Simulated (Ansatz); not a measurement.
A nudged elastic band was laid between two geometries of FH3Si + H5NSi (12 atoms, charge 0, multiplicity 1).

Computed with RHF/6-31G* in Ansatz.

```json
{"movable images": "5", "climbing image": "yes", "spring": "0.1 eV/Å²", "optimiser": "quadratic models (default)", "start path": "through a guess of the saddle point", "force threshold": "0.03 eV/Å", "iteration limit": "60", "end points": "relaxed"}
```

Image 0:

```xyz
12
Properties=species:S:1:pos:R:3
Si 0.650 -0.024 -0.384
F 0.641 -0.902 0.956
H 1.989 -0.152 -0.982
H 0.391 1.380 -0.046
H -0.359 -0.550 -1.311
N -2.347 -0.122 1.470
H -2.944 -0.788 1.023
Si -3.050 1.221 2.302
H -3.796 0.882 3.537
H -1.965 2.145 2.679
H -3.999 1.888 1.389
H -1.549 -0.579 1.860
```

Image 6:

```xyz
12
Properties=species:S:1:pos:R:3
Si -0.449 0.417 -0.318
F -0.395 -1.662 2.520
H 0.652 1.011 0.455
H -0.833 1.349 -1.400
H -0.037 -0.859 -0.925
N -1.774 0.096 0.790
H -2.485 -0.489 0.387
Si -2.398 1.201 2.003
H -3.159 0.429 2.998
H -1.245 1.868 2.626
H -3.292 2.224 1.423
H -0.924 -1.184 1.933
```

(1) Which bonds break or form, and what moves?

(2) What energy profile does the band end with?

(3) What is the geometry of the highest image?

Answers

(1) Bonds broken: Si1–F2, N6–H12. Bonds formed: Si1–N6, F2–H12. FH3Si + H5NSi becomes FH + H7NSi2.

(2) The run converged. The highest image is number 3 of 0 to 6, 2.14 eV above the first end and 1.18 eV above the last; the last end lies 0.96 eV above the first. The profile has 2 maxima (images 3, 5) with wells between them (image 4): this band takes more than one step, which may be the mechanism or a detour left from its start path. Neighbouring images differ by up to 1.4 eV, so the band resolves the path poorly. The order of the stationary point at the top wasn't checked. The orbitals stay closed-shell, which can raise the energy where a bond breaks towards radicals; this wasn't checked here.

```tsv
image	path coordinate (Å)	energy (eV)	Si1–F2 (Å)	N6–H12 (Å)	Si1–N6 (Å)
0	0.00	0.00	1.60	1.00	3.53
1	1.44	0.03	1.60	1.00	3.22
2	2.89	0.69	1.62	1.00	2.70
3	4.39	2.14	2.13	1.17	1.87
4	6.52	0.96	3.62	1.93	1.75
5	8.73	0.99	3.75	1.92	1.76
6	10.93	0.96	3.52	1.91	1.76
```

(3) 
```xyz
12
Properties=species:S:1:pos:R:3
Si -0.361 0.211 -0.081
F 0.622 -0.170 1.771
H 0.446 -0.922 -0.535
H 0.207 1.551 0.068
H -1.337 0.385 -1.202
N -1.578 -0.210 1.276
H -2.038 -1.084 1.083
Si -2.707 1.014 1.926
H -3.663 0.314 2.796
H -1.912 1.988 2.680
H -3.421 1.671 0.822
H -0.596 -0.348 1.890
```

The run took 5 min on 1 thread of Arm Neoverse V2 (shared host), peak memory 0.16 GiB.
